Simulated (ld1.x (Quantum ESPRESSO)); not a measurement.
# germanium (Ge): PAW pseudisation with PBE, scalar-relativistic reference atom.

ld1.x (Quantum ESPRESSO) 7.5 input, shortened:

```
&input
   title='Ge', zed=32., rel=1, dft='PBE', iswitch=3,
   config='[Ar] 3d10 4s2 4p2 4f-2'
 /
 &inputp
   pseudotype=3, lpaw=.true., tm=.true., lloc=-1, rcloc=0.95,
   nlcc=.false.,
   which_augfun='PSQ', rmatch_augfun=0.55
 /
7
4S  1  0   2.00   0.00  1.75  2.05  0.0
4S  1  0   0.00   1.70  1.75  2.05  0.0
4P  2  1   2.00   0.00  0.55  0.75  0.0
4P  2  1   0.00   0.05  0.55  0.75  0.0
3D  3  2  10.00   0.00  1.15  1.35  0.0
3D  3  2   0.00   1.15  1.15  1.35  0.0
4F  4  3  -2.00   0.05  1.20  1.60  0.0
 &test
   configts(1)='3d10 4s2 4p2'
 /
```

(1) Does this generation succeed?

## Answers

(1) No. ld1.x (Quantum ESPRESSO) 7.5 stopped with "find_q: too many iterations": no Bessel wave vectors were found for the pseudised augmentation function at its matching radius. The 4p radius of 0.75 bohr lies inside the outermost node of the all-electron wave at 0.82 bohr.
